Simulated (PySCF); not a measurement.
CH₆O₂Si₂, SMILES O[Si@H]1OC[SiH2]1.

Geometry optimised at ωB97X-D3(BJ)/def2-SVP. The structure was generated by enumeration; whether it is a known compound was not checked. One conformer was computed; it need not be the lowest.

Computed with B3LYP/def2-TZVP run with PySCF.

Isolated molecule, no solvent.

| Quantity | Result |
|---|---|
| total energy | -771.34725 hartree |
| highest occupied level | -7.33 eV |
| lowest empty level | -0.50 eV |
| orbital gap | 6.83 eV |
| dipole moment | 2.02 D |
| quadrupole, principal values (traceless, Buckingham form, about the centre of nuclear charge) | -5.40, -1.50, 6.91 D·Å |
| mean static polarisability | 69.8 bohr³ (10.35 Å³) |
| polarisability, principal values | 63.0, 65.7, 80.8 bohr³ |
